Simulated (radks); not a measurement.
Excited configurations of Sr I: one electron is placed in a higher orbital outside [Kr] 5s1. The ground configuration is [Kr] 5s2. Method: Dirac Kohn-Sham, LDA (Slater exchange, Perdew-Wang correlation), spin-unpolarised, spherical densities, finite nucleus; open shells are shared between the two j in proportion to 2j + 1; Fermi nuclear charge, rms radius 4.224 fm; computed with a radial shooting solver on a logarithmic mesh with Libxc functionals. Excitation = E - E(ground); binding = E(ion) - E, where the ion is the core of charge +1; n* = 1/sqrt(2 binding) in atomic units, and the quantum defect is n - n*. Eigenvalue and <r> are those of j = l + 1/2.

outer orbital,excitation (eV),binding (eV),n*,quantum defect,eigenvalue (eV),<r> (bohr)
4d,2.338,3.720,1.912,2.088,-0.989,3.983
5p,2.387,3.671,1.925,3.075,-1.845,5.675
6p,4.456,1.603,2.914,3.086,-0.926,12.90
6d,5.123,0.936,3.813,2.187,-0.540,21.10
7p,5.111,0.948,3.789,3.211,-0.589,22.69
7d,5.427,0.631,4.644,2.356,-0.396,33.37
7f,5.695,0.363,6.118,0.882,-0.236,58.46

The Delta-SCF ionisation energy is 6.058 eV (NIST Atomic Spectra Database: 5.695 eV, measured). Self-interaction in the functional shifts the binding energies and quantum defects, so they are the method's values and not measured ones. Spin polarisation and multiplet splitting are left out, so open shells lie too high by an amount that depends on their filling.

Beside tabulated values, note that spin-unpolarised runs miss the spin-polarisation part of the exchange energy of open shells.
